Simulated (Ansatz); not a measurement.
An input meant for the cluster Cu2F2⁺ (charge 1, doublet).

A further run on Cu2F2⁺.

```yaml
crystal:
  periodic: [false, false, false]
  atoms:
    - {symbol: Cu, position_ang: [-0.715903, 1.186354, -0.456237]}
    - {symbol: Cu, position_ang: [0.715959, -1.185437, 0.456229]}
    - {symbol: F, position_ang: [-0.232573, 0.315251, 1.185758]}
    - {symbol: F, position_ang: [0.232517, -0.316167, -1.185739]}
basis:
  gaussian: {orbitals: def2-mTZVP}
total_charge: 1
magnetization: {spin_polarized: true, initial_magnetization: 1}
hamiltonian: {xc: {name: HF}}
correlation: {active_space: {window: {electrons: 3, orbitals: 2}}}
scf: {lower_state_search: light}
```

```sh
$ ansatz run in.yaml --threads 4 --pin off --events-out ev --progress --plain --max-ram 3916MiB
```

It prints (some lines left out):

```
Error: invalid value for `correlation.active_space`: it starts from restricted Hartree–Fock orbitals; set hamiltonian.xc: hf without magnetization.spin_polarized
```
